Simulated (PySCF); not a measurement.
What binds AsH: the parts of the energy along the bond

State: ³Σ⁻, triplet, unpaired electrons π ↑↑. ROHF-based CCSD(T) in PySCF 2.14 with As cc-pwCVDZ-PP with ECP10, H aug-cc-pVDZ and As cc-pwCVTZ-PP with ECP10, H aug-cc-pVTZ (frozen core orbitals: 4; scalar-relativistic core potentials). Correlation energies are extrapolated as n⁻³ (n = 2, 3), Hartree–Fock as (n+1)·exp(−9√n). All energies in eV from As + H.

| R (Å) | HF/CBS | CCSD corr. | (T) | total |
| --- | --- | --- | --- | --- |
| 1.3547 | -1.451 | -1.090 | -0.0288 | -2.570 |
| 1.4162 | -1.652 | -1.083 | -0.0312 | -2.767 |
| 1.4778 | -1.743 | -1.082 | -0.0341 | -2.859 |
| 1.5394 | -1.750 | -1.084 | -0.0375 | -2.872 |
| 1.6010 | -1.692 | -1.091 | -0.0415 | -2.825 |
| 1.6779 | -1.553 | -1.106 | -0.0471 | -2.707 |
| 1.7549 | -1.363 | -1.127 | -0.0536 | -2.543 |

A fit to the total gives Re = 1.5195 Å, De = 2.875 eV, ωe = 2162.2 cm⁻¹, Be = 7.342 cm⁻¹ (masses 74.9216 and 1.0078 u).

**Question.** At R = 1.5394 Å the CCSD correlation energy is -0.343207 hartree in the smaller basis and -0.560886 in the larger. Extrapolate it.

**Answer.** (3³·E3 − 2³·E2)/(3³ − 2³) = -0.65254 hartree; the larger basis holds 86.0 % of it.

The T1 diagnostic is 0.014. The state was picked by a PBE0 search and need not be the measured ground state. Spin–orbit coupling, excitations beyond (T) and corrections to the Born–Oppenheimer picture are left out.
